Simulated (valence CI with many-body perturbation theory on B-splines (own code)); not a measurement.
Which ion has this spectrum?

A relativistic CI+MBPT calculation for an atom or ion with 32 electrons gives these levels (eV):

| J | Parity | E | g |
| --- | --- | --- | --- |
| 0 | even | 0.00 |  |
| 1 | even | 114.22 | 1.50 |
| 2 | even | 118.77 | 1.17 |
| 2 | odd | 218.12 | 1.56 |
| 1 | odd | 233.66 | 1.07 |
| 2 | even | 236.44 | 1.32 |
| 0 | even | 246.25 |  |
| 2 | odd | 277.97 | 0.76 |
| 1 | odd | 297.46 | 0.86 |
| 2 | odd | 310.26 | 1.36 |
| 3 | odd | 312.35 | 1.13 |
| 2 | odd | 332.07 | 1.47 |
| 3 | odd | 339.60 | 1.30 |
| 0 | odd | 344.64 |  |

The energies are calculated, and their last digits are not significant.

Which is it?
A. Ir45+
B. Hg48+
C. Re43+
D. Pt46+

A. Ir45+, ground level (4s^2 4p1/2^2) J=0.
